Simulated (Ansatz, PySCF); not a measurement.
Lewis adduct: AlH3 (SMILES [AlH3]) (first 4 atoms) with CHN (SMILES C#N); geometry from B3LYP-D3(BJ)/def2-TZVP, rigid monomers moved along the line of their centres of mass till Al1···N6 is 1.86 Å.
(charge 0, multiplicity 1):
```xyz
7

Al    -0.1616     0.3641     0.2628
H      1.2536     0.8243    -0.2996
H     -1.2365     1.4889     0.5949
H     -0.6908    -1.0821    -0.1362
C      0.6833    -0.2507     3.0716
N      0.3614    -0.0182     2.0028
H      0.9848    -0.4681     4.0726
```

Quantity: the interaction energy.

Interaction energies are E(AB) − E(A) − E(B) at the monomers' geometry in the complex; basis-set methods are counterpoise corrected.

Cores are frozen in the correlated methods. CBS: X⁻³ extrapolation of the correlation energy, Hartree–Fock from the larger set.

Codes used: Ansatz (Gaussian orbitals); PySCF for the dispersion terms. Values without a source in brackets are computed.

Costs are ratios of core time to PBE/def2-TZVPPD (roughly 4 s), for whole runs (searches for the state included, and forces where a run took them) on one shared machine, so rough; each difference counts from -67.2 kJ/mol (CCSD(T)/CBS(aug-cc-pV(D+d)Z, aug-cc-pV(T+d)Z), a level with limits of its own).

A star marks coupled-cluster runs past 200 virtual orbitals, where the program's memory plan changes under this machine's limit, so their costs aren't comparable with smaller runs.

```json
[
 {"level": "PBE/def2-TZVPPD", "basis functions": "190", "cost": "×1"},
 {"level": "PBE-D3(BJ)/def2-TZVPPD", "basis functions": "190", "cost": "×1"},
 {"level": "PBE0/def2-TZVPPD", "basis functions": "190", "cost": "×2"},
 {"level": "PBE0-D3(BJ)/def2-TZVPPD", "basis functions": "190", "cost": "×2"},
 {"level": "B3LYP/def2-TZVPPD", "basis functions": "190", "cost": "×2"},
 {"level": "B3LYP-D3(BJ)/def2-TZVPPD", "basis functions": "190", "cost": "×2"},
 {"level": "r2SCAN/def2-TZVPPD", "basis functions": "190", "cost": "×2"},
 {"level": "r2SCAN-D3(BJ)/def2-TZVPPD", "basis functions": "190", "cost": "×2"},
 {"level": "wB97X-V/def2-TZVPPD", "basis functions": "190", "cost": "×4"},
 {"level": "wB97M-V/def2-TZVPPD", "basis functions": "190", "cost": "×4"},
 {"level": "CCSD(T)/aug-cc-pV(D+d)Z", "basis functions": "114", "cost": "×5"},
 {"level": "CCSD(T)/aug-cc-pV(T+d)Z", "basis functions": "239", "cost": "×50*"}
]
```

Problem. With a budget of 10 times the cost of PBE/def2-TZVPPD, which level comes closest?

Solution. wB97X-V/def2-TZVPPD, at -0.3 kJ/mol; next is wB97M-V/def2-TZVPPD at 0.4 kJ/mol.

Each difference (kJ/mol): PBE/def2-TZVPPD -6.6; PBE-D3(BJ)/def2-TZVPPD -11.5; PBE0/def2-TZVPPD -6.3; PBE0-D3(BJ)/def2-TZVPPD -10.8; B3LYP/def2-TZVPPD 4.4; B3LYP-D3(BJ)/def2-TZVPPD -4.6; r2SCAN/def2-TZVPPD -16.1; r2SCAN-D3(BJ)/def2-TZVPPD -17.6; wB97X-V/def2-TZVPPD -0.3; wB97M-V/def2-TZVPPD 0.4; CCSD(T)/aug-cc-pV(D+d)Z 21.4; CCSD(T)/aug-cc-pV(T+d)Z 2.5.

Ansatz is a first-principles code.
